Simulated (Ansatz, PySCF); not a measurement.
CH7ClN2Si2, SMILES [SiH2]1CN[Si@@]1(Cl)N. Atoms are numbered in the order given.

```xyz
13

N      1.9170     0.7707    -0.8372
Si     0.4659     0.1828    -0.1397
Cl     0.6777     0.7298     1.8835
N      0.1659    -1.4840    -0.4892
C     -1.2725    -1.6819    -0.7520
Si    -1.7583     0.1895    -0.8698
H      2.4402     1.5303    -0.4162
H      2.1163     0.6487    -1.8244
H      0.7549    -2.3007    -0.3459
H     -1.4575    -2.2425    -1.6859
H     -1.8033    -2.2038     0.0660
H     -2.0608     0.6186    -2.2682
H     -2.8758     0.6167     0.0205
```
Charge 0, spin multiplicity 1.

Geometry optimised at B3LYP-D3(BJ)/def2-SVP. The structure was generated by enumeration; whether it is a known compound was not checked. One conformer was computed; it need not be the lowest.

Two levels are set side by side: PBE-D3(BJ)/def2-SVP (Ansatz, a program for electronic structure) and B3LYP-D3(BJ)/def2-SVP (Ansatz). Each level has its own optimised geometry; the coordinates shown are those of the second. Frequencies come from the Hessian of PySCF at each geometry. Differences are taken from unrounded values.

```csv
quantity,B3LYP-D3(BJ),PBE-D3(BJ),PBE-D3(BJ) minus B3LYP-D3(BJ)
mean bond length (Å),1.503,1.512,0.008
bond N1–Si2 (Å),1.714,1.726,0.012
bond Si2–Cl3 (Å),2.107,2.112,0.006
bond Si2–N4 (Å),1.729,1.740,0.011
bond Si2–Si6 (Å),2.341,2.349,0.008
bond N4–C5 (Å),1.476,1.475,-0.001
bond C5–Si6 (Å),1.937,1.943,0.006
bond N1–H7 (Å),1.014,1.022,0.008
bond N1–H8 (Å),1.014,1.022,0.008
bond N4–H9 (Å),1.017,1.025,0.008
bond C5–H10 (Å),1.105,1.113,0.008
bond C5–H11 (Å),1.106,1.115,0.009
bond Si6–H12 (Å),1.494,1.507,0.013
bond Si6–H13 (Å),1.491,1.505,0.014
highest harmonic wavenumber (cm⁻¹),3684,3605,-79
mean harmonic wavenumber (cm⁻¹),1186,1155,-31
zero-point energy (kcal/mol),55.96,54.50,-1.46
```

Exact exchange shortens and stiffens bonds; PBE has none. Differences between two approximate levels are no errors against the true value.
